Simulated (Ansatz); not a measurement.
A short molecular-dynamics run on `C#Cc1ccc(C#Cc2ccc(C#Cc3ccc(C#Cc4ccccc4)cc3)cc2)cc1`.

```yaml
crystal:
  periodic: [false, false, false]
  atoms:
    - {symbol: C, position_ang: [13.859124, -0.198096, -0.076861]}
    - {symbol: C, position_ang: [12.633190, -0.180721, -0.069521]}
    - {symbol: C, position_ang: [11.205793, -0.160281, -0.061116]}
    - {symbol: C, position_ang: [10.464611, -1.369042, -0.079713]}
    - {symbol: C, position_ang: [9.070193, -1.349131, -0.071537]}
    - {symbol: C, position_ang: [8.362511, -0.119543, -0.044385]}
    - {symbol: C, position_ang: [6.936857, -0.099295, -0.036165]}
    - {symbol: C, position_ang: [5.704729, -0.082966, -0.029390]}
    - {symbol: C, position_ang: [4.279063, -0.062957, -0.021344]}
    - {symbol: C, position_ang: [3.560546, -0.064561, 1.202083]}
    - {symbol: C, position_ang: [2.166235, -0.044712, 1.209833]}
    - {symbol: C, position_ang: [1.434187, -0.022166, -0.005394]}
    - {symbol: C, position_ang: [0.008493, -0.001343, 0.002477]}
    - {symbol: C, position_ang: [-1.223614, 0.017042, 0.008458]}
    - {symbol: C, position_ang: [-2.649306, 0.037907, 0.015571]}
    - {symbol: C, position_ang: [-3.392453, -1.170753, 0.021124]}
    - {symbol: C, position_ang: [-4.786758, -1.150282, 0.027907]}
    - {symbol: C, position_ang: [-5.494668, 0.079433, 0.029698]}
    - {symbol: C, position_ang: [-6.920463, 0.100131, 0.036953]}
    - {symbol: C, position_ang: [-8.152221, 0.117692, 0.044457]}
    - {symbol: C, position_ang: [-9.580073, 0.138053, 0.050820]}
    - {symbol: C, position_ang: [-10.296021, 0.161249, 1.274767]}
    - {symbol: C, position_ang: [-11.695442, 0.181228, 1.274750]}
    - {symbol: C, position_ang: [-12.405452, 0.178452, 0.062708]}
    - {symbol: C, position_ang: [-11.706025, 0.155592, -1.155267]}
    - {symbol: C, position_ang: [-10.306676, 0.135535, -1.167061]}
    - {symbol: C, position_ang: [-4.751223, 1.287968, 0.023977]}
    - {symbol: C, position_ang: [-3.356909, 1.267730, 0.016933]}
    - {symbol: C, position_ang: [2.152908, -0.020463, -1.228753]}
    - {symbol: C, position_ang: [3.547207, -0.040702, -1.236648]}
    - {symbol: C, position_ang: [9.105383, 1.089254, -0.025872]}
    - {symbol: C, position_ang: [10.499795, 1.069205, -0.034165]}
    - {symbol: H, position_ang: [14.939950, -0.213707, -0.083188]}
    - {symbol: H, position_ang: [11.004292, -2.326949, -0.100211]}
    - {symbol: H, position_ang: [8.503121, -2.291189, -0.085739]}
    - {symbol: H, position_ang: [4.119380, -0.081917, 2.149086]}
    - {symbol: H, position_ang: [1.617585, -0.046346, 2.162931]}
    - {symbol: H, position_ang: [-2.852620, -2.128912, 0.020570]}
    - {symbol: H, position_ang: [-5.354234, -2.092304, 0.032933]}
    - {symbol: H, position_ang: [-9.735669, 0.163235, 2.221103]}
    - {symbol: H, position_ang: [-12.238940, 0.199569, 2.231889]}
    - {symbol: H, position_ang: [-13.505931, 0.194946, 0.067349]}
    - {symbol: H, position_ang: [-12.257816, 0.154679, -2.107838]}
    - {symbol: H, position_ang: [-9.754487, 0.117847, -2.118025]}
    - {symbol: H, position_ang: [-5.290984, 2.246147, 0.025986]}
    - {symbol: H, position_ang: [-2.789400, 2.209751, 0.013152]}
    - {symbol: H, position_ang: [1.593867, -0.003410, -2.175638]}
    - {symbol: H, position_ang: [4.095654, -0.039332, -2.189870]}
    - {symbol: H, position_ang: [8.565781, 2.047183, -0.004533]}
    - {symbol: H, position_ang: [11.066892, 2.011252, -0.019273]}
basis:
  gaussian: {orbitals: def2-SVP, fitting: {mean_field: def2-universal-jkfit}}
hamiltonian: {xc: {name: revPBE}}
md: {timestep: 0.5 fs, n_steps: 15, ensemble: nvt_nose_hoover, temperature: 1500, initial_velocities: maxwell_boltzmann, seed: 213}
scf: {omitted_lower_state_checks: [starts]}
```

```sh
$ ansatz run in.yaml --threads 2 --pin off --events-out ev --progress --plain --max-ram 32768MiB --backend cuda --devices 0, --max-vram 18GiB
```

```tsv
step	time (fs)	potential energy (eV)	kinetic (eV)	T (K)	conserved (eV)
0	0.0	-33438.8033	9.3067	1500	-33429.4966
1	0.5	-33438.5867	9.0925	1465	-33429.4942
2	1.0	-33437.9917	8.5083	1371	-33429.4835
3	1.5	-33437.1891	7.7214	1244	-33429.4677
4	2.0	-33436.4184	6.9625	1122	-33429.4561
5	2.5	-33435.8560	6.4008	1032	-33429.4555
6	3.0	-33435.5154	6.0528	976	-33429.4633
7	3.5	-33435.2842	5.8140	937	-33429.4711
8	4.0	-33435.0381	5.5651	897	-33429.4744
9	4.5	-33434.7164	5.2450	845	-33429.4733
10	5.0	-33434.3241	4.8563	783	-33429.4703
11	5.5	-33433.8998	4.4358	715	-33429.4673
12	6.0	-33433.4878	4.0268	649	-33429.4649
13	6.5	-33433.1267	3.6687	591	-33429.4628
14	7.0	-33432.8544	3.3997	548	-33429.4602
15	7.5	-33432.7140	3.2630	526	-33429.4575
```

Velocities are drawn at the set temperature; a run this short doesn't reach equilibrium.

Frames (Å, forces in eV/Å):

```xyz
50
time=0.0 fs
C    13.859   -0.198   -0.077    0.248   -0.004   -0.001
C    12.633   -0.181   -0.070    0.030    0.000    0.000
C    11.206   -0.160   -0.061    0.035   -0.001   -0.002
C    10.465   -1.369   -0.080    0.087   -0.177   -0.002
C     9.070   -1.349   -0.072   -0.094   -0.177   -0.002
C     8.363   -0.120   -0.044   -0.018    0.000   -0.001
C     6.937   -0.099   -0.036    0.002   -0.002    0.000
C     5.705   -0.083   -0.029   -0.002    0.002    0.001
C     4.279   -0.063   -0.021    0.026    0.000   -0.001
C     3.561   -0.065    1.202    0.094   -0.004    0.179
C     2.166   -0.045    1.210   -0.093   -0.001    0.179
C     1.434   -0.022   -0.005   -0.028    0.001    0.001
C     0.008   -0.001    0.002    0.008    0.000   -0.001
C    -1.224    0.017    0.008   -0.007    0.000    0.001
C    -2.649    0.038    0.016    0.025    0.000   -0.003
C    -3.392   -1.171    0.021    0.092   -0.180    0.002
C    -4.787   -1.150    0.028   -0.095   -0.176    0.003
C    -5.495    0.079    0.030   -0.029    0.000   -0.003
C    -6.920    0.100    0.037    0.002    0.000    0.004
C    -8.152    0.118    0.044    0.003    0.000   -0.003
C    -9.580    0.138    0.051    0.020   -0.001    0.001
C   -10.296    0.161    1.275    0.083    0.000    0.167
C   -11.695    0.181    1.275   -0.114    0.004    0.174
C   -12.405    0.178    0.063   -0.202    0.005    0.001
C   -11.706    0.156   -1.155   -0.116    0.004   -0.173
C   -10.307    0.136   -1.167    0.081   -0.004   -0.167
C    -4.751    1.288    0.024   -0.090    0.178    0.003
C    -3.357    1.268    0.017    0.098    0.177    0.001
C     2.153   -0.020   -1.229   -0.094    0.001   -0.178
C     3.547   -0.041   -1.237    0.092    0.001   -0.180
C     9.105    1.089   -0.026   -0.090    0.180    0.005
C    10.500    1.069   -0.034    0.092    0.175    0.005
H    14.940   -0.214   -0.083    0.004    0.000    0.000
H    11.004   -2.327   -0.100   -0.004   -0.015   -0.001
H     8.503   -2.291   -0.086    0.007   -0.016   -0.001
H     4.119   -0.082    2.149   -0.009    0.000    0.016
H     1.618   -0.046    2.163    0.010    0.000    0.016
H    -2.853   -2.129    0.021   -0.010   -0.016   -0.001
H    -5.354   -2.092    0.033    0.009   -0.015   -0.002
H    -9.736    0.163    2.221   -0.006    0.001    0.016
H   -12.239    0.200    2.232   -0.011    0.000    0.016
H   -13.506    0.195    0.067   -0.020   -0.001    0.000
H   -12.258    0.155   -2.108   -0.011   -0.003   -0.015
H    -9.754    0.118   -2.118   -0.007    0.000   -0.016
H    -5.291    2.246    0.026    0.009    0.015   -0.002
H    -2.789    2.210    0.013   -0.009    0.016   -0.001
H     1.594   -0.003   -2.176    0.010    0.001   -0.016
H     4.096   -0.039   -2.190   -0.009    0.000   -0.016
H     8.566    2.047   -0.005    0.007    0.015    0.000
H    11.067    2.011   -0.019   -0.004    0.014   -0.001
50
time=2.5 fs
C    13.852   -0.194   -0.090   -4.464    0.537   -0.513
C    12.631   -0.201   -0.085    0.283    0.169    0.050
C    11.234   -0.191   -0.069   -2.176    2.252    0.103
C    10.475   -1.364   -0.054   -1.075    0.679   -0.194
C     9.096   -1.368   -0.075   -1.309    3.287    0.287
C     8.357   -0.089   -0.043   -0.630   -2.598   -0.047
C     6.917   -0.057    0.032   -0.491   -0.476   -0.589
C     5.676   -0.121   -0.067    1.880    0.265    0.556
C     4.266   -0.070   -0.023    0.560    0.113   -0.928
C     3.557   -0.059    1.171    1.076   -0.374    3.880
C     2.181   -0.029    1.224    1.378   -0.099   -4.878
C     1.464   -0.034   -0.048   -1.906    0.585    3.963
C     0.016    0.025   -0.038    2.475   -0.262    0.159
C    -1.194    0.057   -0.004   -3.077   -0.225    0.093
C    -2.666    0.032    0.020    3.277   -0.202   -0.047
C    -3.352   -1.158    0.025   -2.239   -3.685    0.017
C    -4.837   -1.140    0.014    4.402   -0.328    0.312
C    -5.476    0.090    0.051   -1.335    0.660   -0.205
C    -6.901    0.069    0.031   -5.151    0.468    0.101
C    -8.194    0.106    0.038    6.455   -0.226   -0.046
C    -9.583    0.121    0.035   -0.914    0.046    1.646
C   -10.286    0.137    1.320   -0.738    0.026   -2.574
C   -11.695    0.208    1.268    3.384   -0.541   -2.559
C   -12.388    0.154    0.076   -2.263    0.579   -0.864
C   -11.693    0.144   -1.130   -0.182   -0.171   -2.688
C   -10.287    0.148   -1.183   -0.615    0.006    0.029
C    -4.766    1.321    0.049    2.101   -0.971   -0.718
C    -3.328    1.229    0.002   -3.519    2.098    0.415
C     2.121    0.005   -1.229    1.916   -0.402   -1.220
C     3.560   -0.008   -1.222   -2.638   -0.205   -0.530
C     9.082    1.078   -0.044   -0.135    2.006    0.557
C    10.451    1.051   -0.019    2.542   -0.924   -0.331
H    14.800   -0.376    0.060    5.423   -0.713    0.601
H    10.972   -2.266    0.017    1.368   -2.520   -0.007
H     8.431   -2.186   -0.025   -0.417   -1.811    0.004
H     4.133   -0.140    2.223   -1.000    0.275   -2.299
H     1.779   -0.032    2.141   -2.388   -0.006    3.719
H    -2.740   -2.191    0.046   -1.445    2.134   -0.102
H    -5.372   -2.073    0.016   -0.508   -0.662   -0.022
H    -9.750    0.075    2.252    0.457    0.102    0.618
H   -12.178    0.268    2.131   -2.640    0.250    4.421
H   -13.537    0.239    0.062    1.436   -0.254    0.083
H   -12.209    0.121   -2.166    0.314    0.082    1.569
H    -9.746    0.178   -2.150   -0.134   -0.070    0.317
H    -5.279    2.269   -0.137   -0.095    0.181    0.409
H    -2.814    2.170    0.032    0.780    0.734   -0.176
H     1.386   -0.074   -2.038    0.842    0.237   -0.975
H     4.050   -0.056   -2.164    0.881    0.058   -1.143
H     8.578    2.067    0.065    0.087   -0.445   -0.210
H    11.013    1.984    0.036    0.165    0.337   -0.044
50
time=5.0 fs
C    13.831   -0.188   -0.104    5.690   -1.419    1.107
C    12.629   -0.220   -0.100   -1.525    0.292    0.132
C    11.251   -0.211   -0.077   -3.437    3.349    0.176
C    10.482   -1.357   -0.030    0.366   -2.880    0.075
C     9.114   -1.372   -0.078   -3.932    2.476    0.652
C     8.348   -0.072   -0.043   -1.408   -3.829   -0.018
C     6.895   -0.018    0.097   -0.731   -1.064   -1.278
C     5.657   -0.158   -0.102    3.075    0.607    1.132
C     4.257   -0.077   -0.030    0.874    0.166   -1.245
C     3.558   -0.056    1.157    0.997   -0.569    3.808
C     2.201   -0.013    1.218   -1.227   -0.197   -0.288
C     1.485   -0.044   -0.072   -3.098    1.040    6.236
C     0.034    0.050   -0.078    1.890   -0.455    0.526
C    -1.179    0.096   -0.017   -2.912   -0.514    0.135
C    -2.667    0.024    0.023    4.542   -0.331   -0.086
C    -3.322   -1.163    0.029   -3.955   -3.478   -0.015
C    -4.866   -1.133    0.001    5.625   -1.380    0.570
C    -5.464    0.104    0.072   -2.473    0.794   -0.427
C    -6.905    0.040    0.025   -5.221    0.856    0.189
C    -8.206    0.093    0.032    7.246   -0.353   -0.001
C    -9.590    0.104    0.028   -0.602    0.044    2.314
C   -10.278    0.113    1.353   -0.349    0.010   -2.895
C   -11.681    0.232    1.253    0.729   -0.324    3.628
C   -12.381    0.133    0.084   -1.610    0.880   -1.533
C   -11.681    0.131   -1.117    0.461   -0.248   -2.583
C   -10.271    0.159   -1.199   -1.235   -0.029    0.745
C    -4.770    1.350    0.070    2.440   -0.977   -1.442
C    -3.316    1.201   -0.010   -4.410    4.590    0.714
C     2.099    0.029   -1.235    2.353   -0.723   -2.902
C     3.561    0.023   -1.212   -2.912   -0.503   -2.908
C     9.058    1.076   -0.059    0.378    2.532    0.912
C    10.416    1.029   -0.006    4.084   -0.660   -0.557
H    14.894   -0.559    0.221   -2.142    1.202   -1.002
H    11.004   -2.323    0.132   -0.074    0.072   -0.362
H     8.346   -2.170    0.036    1.181   -0.502   -0.149
H     4.094   -0.183    2.174   -0.360    0.376   -1.514
H     1.824   -0.018    2.282   -0.650    0.005   -1.223
H    -2.706   -2.139    0.065   -1.148    1.193   -0.155
H    -5.414   -2.084   -0.001   -0.080    0.122   -0.032
H    -9.742   -0.006    2.310    0.014    0.275   -0.298
H   -12.237    0.347    2.229    0.213   -0.168   -0.670
H   -13.494    0.269    0.061    0.582   -0.344    0.112
H   -12.146    0.092   -2.141   -0.369    0.111    0.895
H    -9.744    0.234   -2.166   -0.020   -0.130    0.231
H    -5.271    2.298   -0.274    0.287   -0.556    0.932
H    -2.798    2.166    0.039    0.486   -0.023   -0.330
H     1.232   -0.129   -1.954    2.055    0.540   -0.953
H     4.050   -0.069   -2.192    0.357    0.220    0.090
H     8.594    2.064    0.123   -0.160   -0.193   -0.330
H    10.969    1.974    0.089    0.116    0.095   -0.112
50
time=7.5 fs
C    13.833   -0.189   -0.113    5.771   -2.184    1.768
C    12.621   -0.237   -0.114   -0.292    0.469    0.213
C    11.252   -0.214   -0.083   -3.729    2.994    0.254
C    10.490   -1.364   -0.004    0.481   -4.185    0.308
C     9.113   -1.363   -0.077   -4.379    1.354    1.042
C     8.332   -0.072   -0.042   -1.503   -3.207    0.124
C     6.870    0.016    0.155   -0.148   -1.630   -1.851
C     5.653   -0.192   -0.131    2.698    0.924    1.538
C     4.251   -0.083   -0.042    0.689    0.223   -1.006
C     3.563   -0.055    1.161   -0.502   -0.183   -0.673
C     2.215    0.001    1.210   -2.369   -0.250    1.853
C     1.491   -0.048   -0.065   -2.411    1.412    5.038
C     0.060    0.073   -0.115   -1.215   -0.456    1.102
C    -1.177    0.132   -0.029   -0.184   -0.864    0.011
C    -2.647    0.015    0.027    2.984    0.070   -0.166
C    -3.313   -1.183    0.033   -5.757    0.997   -0.182
C    -4.868   -1.131   -0.009    4.947   -1.422    0.801
C    -5.464    0.121    0.091   -2.778   -0.014   -0.715
C    -6.933    0.016    0.020   -0.675    1.106    0.298
C    -8.184    0.079    0.025    2.426   -0.323    0.093
C    -9.599    0.088    0.032    0.811    0.081    2.117
C   -10.273    0.089    1.372    0.156   -0.015   -2.541
C   -11.663    0.255    1.254   -1.112   -0.255    5.070
C   -12.382    0.116    0.086    1.379    0.877   -1.163
C   -11.666    0.117   -1.116    1.029   -0.173   -0.372
C   -10.261    0.171   -1.211   -1.304   -0.144    1.704
C    -4.763    1.374    0.084    1.860   -1.392   -1.808
C    -3.325    1.196   -0.019   -2.891    4.685    0.894
C     2.088    0.049   -1.254    2.196   -0.931   -1.719
C     3.548    0.051   -1.215   -2.188   -0.810   -4.172
C     9.035    1.086   -0.070    1.106    1.163    1.012
C    10.399    1.004    0.004    3.888    0.357   -0.671
H    14.899   -0.678    0.329   -3.077    1.922   -1.673
H    11.037   -2.385    0.225   -0.931    1.636   -0.772
H     8.326   -2.189    0.087    1.839    0.292   -0.334
H     4.043   -0.207    2.053    1.884   -0.136    2.642
H     1.822   -0.003    2.372    0.008    0.006   -3.156
H    -2.730   -2.033    0.077    1.049   -2.699   -0.048
H    -5.461   -2.089   -0.021    0.491    0.828   -0.016
H    -9.732   -0.071    2.353   -0.341    0.455   -1.053
H   -12.295    0.416    2.310    1.458   -0.488   -2.533
H   -13.424    0.280    0.066   -1.741   -0.113    0.037
H   -12.107    0.069   -2.073   -1.488    0.033   -1.388
H    -9.743    0.283   -2.168    0.168   -0.155   -0.017
H    -5.247    2.297   -0.356    0.288   -0.536    1.204
H    -2.754    2.162    0.028   -0.109   -0.626   -0.422
H     1.194   -0.153   -1.929    2.096    0.665   -1.205
H     4.071   -0.068   -2.218   -0.234    0.403    1.012
H     8.601    2.052    0.162   -0.486    0.478   -0.276
H    10.931    1.969    0.134    0.140   -0.236   -0.204
```

Run time 80 s (2 threads of AMD EPYC 7R13 on a shared host and a share (18 GiB) of an NVIDIA H100 80GB HBM3), peak host memory 1.1 GiB.
